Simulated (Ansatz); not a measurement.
One change: `BC(C)=O` becomes `BC(C)=S`.

Ansatz, PBE0-D4/def2-TZVP geometries, multiplicity 1. 

```tsv
property	`BC(C)=O`
HOMO–LUMO gap (ωB97M-V/def2-TZVPP) / eV	11.36
HOMO energy (PBE0/def2-TZVPP) / eV	-8.00
HOMO energy (ωB97M-V/def2-TZVPP) / eV	-10.35
size of the dipole moment (B3LYP/def2-TZVPP) / D	3.19
LUMO energy (PBE/def2-TZVPP) / eV	-2.51
HOMO–LUMO gap (B3LYP/def2-TZVPP) / eV	6.20
```

Problem. Give the same properties after the change, and the shifts. (Estimate.)

Solution. Ansatz gave: 
| property | `BC(C)=S` | shift |
| --- | --- | --- |
| HOMO–LUMO gap (ωB97M-V/def2-TZVPP) / eV | 9.34 | -2.02 |
| HOMO energy (PBE0/def2-TZVPP) / eV | -7.47 | 0.53 |
| HOMO energy (ωB97M-V/def2-TZVPP) / eV | -9.60 | 0.75 |
| size of the dipole moment (B3LYP/def2-TZVPP) / D | 2.64 | -0.55 |
| LUMO energy (PBE/def2-TZVPP) / eV | -3.35 | -0.84 |
| HOMO–LUMO gap (B3LYP/def2-TZVPP) / eV | 4.64 | -1.56 |

With PBE0 the HOMO rises by 0.53 eV and the LUMO falls by 1.09 eV, so the gap narrows by about 1.62 eV. PBE moves the HOMO by 0.28 eV and ωB97M-V by 0.75 eV. Dipoles are sizes alone; their direction can turn.

B3LYP here is the variant with VWN-RPA as its local correlation; programs differ in this.
